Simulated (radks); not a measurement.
Task: Valence configurations of neutral bismuth. Method: Dirac Kohn-Sham, PBE, spin-unpolarised, spherical densities, point nucleus; open shells fill j = l - 1/2 first; computed with a radial shooting solver on a logarithmic mesh with Libxc functionals. Order these by energy: [Xe] 4f14 5d10 6s1.5 6p3.5; [Xe] 4f14 5d8.5 6s2 6p4.5; [Xe] 4f14 5d9 6s2 6p4; [Xe] 4f13 5d10 6s2 6p4; [Hg] 6p3; [Xe] 4f14 5d8 6s2 6p5; [Xe] 4f12 5d10 6s2 6p5; [Xe] 4f13.5 5d10 6s2 6p3.5.

Result: From the lowest, in eV above it: [Hg] 6p3 0.000; [Xe] 4f14 5d10 6s1.5 6p3.5 5.133; [Xe] 4f14 5d9 6s2 6p4 23.031; [Xe] 4f14 5d8.5 6s2 6p4.5 35.847; [Xe] 4f14 5d8 6s2 6p5 49.524; [Xe] 4f13.5 5d10 6s2 6p3.5 74.876; [Xe] 4f13 5d10 6s2 6p4 154.51; [Xe] 4f12 5d10 6s2 6p5 328.35. NIST lists [Hg] 6p3 as the ground configuration; this level of theory agrees among the configurations tried. The energies are those of spherical spin-averaged densities, not of single terms.
